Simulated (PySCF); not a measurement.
Species: C4H8F2Si.
Atom-mapped SMILES: `[F:1][C@@H:2]1[CH2:3][CH2:4][SiH2:5][C@H:6]1[F:7]` (hydrogens: H8 on C2; H9, H10 on C3; H11, H12 on C4; H13, H14 on Si5; H15 on C6)

The same species was optimised twice, with GFN2-xTB and with PBE0-D3(BJ)/def2-SVP (PySCF), and the same property calculations (PySCF, gas phase) were run on both structures.

| coordinate | GFN2-xTB | PBE0-D3(BJ)/def2-SVP | change |
| --- | --- | --- | --- |
| C3–C4 (Å) | 1.533 | 1.540 | +0.007 |
| C4–Si5 (Å) | 1.907 | 1.901 | -0.006 |
| C2–C3 (Å) | 1.523 | 1.518 | -0.005 |
| Si5–C6 (Å) | 1.929 | 1.925 | -0.004 |
| C2–C6 (Å) | 1.528 | 1.527 | -0.001 |
| F1–C2 (Å) | 1.383 | 1.384 | +0.001 |
| C6–F7 (Å) | 1.387 | 1.388 | +0.001 |
| C2–C6–Si5 (°) | 105.1 | 101.8 | -3.3 |
| F1–C2–C6 (°) | 107.7 | 106.1 | -1.6 |
| C4–Si5–C6 (°) | 92.9 | 94.4 | +1.5 |
| Si5–C6–F7 (°) | 110.5 | 109.3 | -1.2 |
| C3–C4–Si5 (°) | 105.1 | 104.4 | -0.7 |
| C3–C2–C6 (°) | 109.1 | 108.7 | -0.4 |
| C2–C3–C4 (°) | 108.5 | 108.8 | +0.3 |
| C2–C6–F7 (°) | 108.3 | 107.9 | -0.4 |

Rotational constants: A = 2429, B = 2210, C = 1611 MHz (GFN2-xTB) against A = 2423, B = 2245, C = 1730 MHz (PBE0-D3(BJ)/def2-SVP). Point groups within 0.08 Å: C1 and C1.

On the GFN2-xTB structure: isotropic polarisability (au) 71.6 [CAM-B3LYP/def2-SVPD]; HOMO (eV) -9.64 [CAM-B3LYP/def2-SVPD]; LUMO (eV) 1.11 [CAM-B3LYP/def2-SVPD]; dipole (D) 1.40 [CAM-B3LYP/def2-SVPD]; HOMO (eV) -8.17 [PBE0/pcSseg-1]; LUMO (eV) 0.56 [PBE0/pcSseg-1]; dipole (D) 1.27 [PBE0/pcSseg-1]; GIAO shielding of F1 (ppm) 392.1 [PBE0/pcSseg-1]; GIAO shielding of C2 (ppm) 86.5 [PBE0/pcSseg-1]; GIAO shielding of C3 (ppm) 152.0 [PBE0/pcSseg-1]; GIAO shielding of C4 (ppm) 181.3 [PBE0/pcSseg-1]; GIAO shielding of Si5 (ppm) 377.3 [PBE0/pcSseg-1]; GIAO shielding of C6 (ppm) 94.2 [PBE0/pcSseg-1]; GIAO shielding of F7 (ppm) 423.3 [PBE0/pcSseg-1].

Problem. What do these properties become on the PBE0-D3(BJ)/def2-SVP structure?

Solution. 
```
                                    property                level  on GFN2-xTB  on PBE0-D3(BJ)/def2-SVP  change
               isotropic polarisability (au)  CAM-B3LYP/def2-SVPD         71.6                     72.5    +0.9
                                   HOMO (eV)  CAM-B3LYP/def2-SVPD        -9.64                    -9.68   -0.04
                                   LUMO (eV)  CAM-B3LYP/def2-SVPD         1.11                     1.17   +0.06
                                  dipole (D)  CAM-B3LYP/def2-SVPD         1.40                     0.99   -0.41
energy, GFN2-xTB geometry as zero (kcal/mol)  CAM-B3LYP/def2-SVPD          0.0                     -0.9    -0.9
                                   HOMO (eV)        PBE0/pcSseg-1        -8.17                    -8.22   -0.05
                                   LUMO (eV)        PBE0/pcSseg-1         0.56                     0.68   +0.12
                                  dipole (D)        PBE0/pcSseg-1         1.27                     0.89   -0.38
energy, GFN2-xTB geometry as zero (kcal/mol)        PBE0/pcSseg-1          0.0                     -1.4    -1.4
                  GIAO shielding of F1 (ppm)        PBE0/pcSseg-1        392.1                    393.5    +1.4
                  GIAO shielding of C2 (ppm)        PBE0/pcSseg-1         86.5                     88.0    +1.5
                  GIAO shielding of C3 (ppm)        PBE0/pcSseg-1        152.0                    152.7    +0.7
                  GIAO shielding of C4 (ppm)        PBE0/pcSseg-1        181.3                    182.7    +1.4
                 GIAO shielding of Si5 (ppm)        PBE0/pcSseg-1        377.3                    375.4    -1.9
                  GIAO shielding of C6 (ppm)        PBE0/pcSseg-1         94.2                     95.4    +1.2
                  GIAO shielding of F7 (ppm)        PBE0/pcSseg-1        423.3                    423.9    +0.6
```

The heavy atoms differ by 0.110 Å rms after alignment. Among bonds between heavy atoms C3–C4 and C4–Si5 change most and about equally (-0.006 to +0.007 Å). Changes are differences of the printed values. Neither structure is proved a minimum here.
